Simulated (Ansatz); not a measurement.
`CCO[SiH2]N`, charge 0, multiplicity 1.

(1) Give a relaxed structure at PBE0-D4/def2-TZVP (Ansatz 0.2.0). (An estimate is asked.)

Results:

(1) Computed: 
Cartesian coordinates in Å:
```
C -0.955 0.453 2.113
C -0.583 -0.206 0.808
O 0.532 0.455 0.247
Si 1.315 -0.090 -1.092
N 0.414 -0.139 -2.540
H -1.203 1.504 1.951
H -0.124 0.402 2.818
H -1.821 -0.043 2.559
H -1.428 -0.168 0.109
H -0.346 -1.267 0.975
H 2.438 0.861 -1.239
H 1.752 -1.494 -0.861
H 0.102 0.688 -3.020
H -0.094 -0.958 -2.826
```
This is one stationary point; other conformers may exist.
